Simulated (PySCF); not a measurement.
# HInO + H₂O → InH₃ + O₂

Level: PBE0 in the def2-TZVP basis family, computed in PySCF with density fitting; scalar-relativistic core potentials for atoms from Rb on, none lighter, no spin–orbit coupling; open shells unrestricted.

```csv
species,state and structure,ZPE (kJ/mol),H(298 K) − H(0) (kJ/mol),S° (J/(mol K))
HInO,"singlet, C∞v, In–H 1.664 Å, In–O 1.818 Å; H–In–O 180.0°",22.4,10.1,238.1
H₂O,"singlet, C2v, O–H 0.960 Å (×2); H–O–H 105.1°",56.5,9.9,188.7
InH₃,"singlet, D3h, In–H 1.724 Å (×3)",43.6,11.1,229.1
O₂,"triplet, D∞h, O–O 1.193 Å",10.3,8.7,204.9
```

Problem. Is the gas-phase reaction uphill or downhill in electronic energy at this level, and by how much?

Solution. At PBE0/def2-TZVP, ΔE = 288.7 kJ/mol, uphill. 

Problem. Add zero-point, thermal and entropy terms for 298.15 K and 1 bar.

Solution. ΔZPE = -25.0 and Δ[H(298) − H(0)] = -0.2 kJ/mol give ΔH° = 263.5 kJ/mol. ΔS° = 7.2 J/(mol K), so ΔG° = 263.5 − 298.15 × (0.0072) = 261 kJ/mol.

The structures come from searches over a few start shapes, so lower isomers are not excluded.
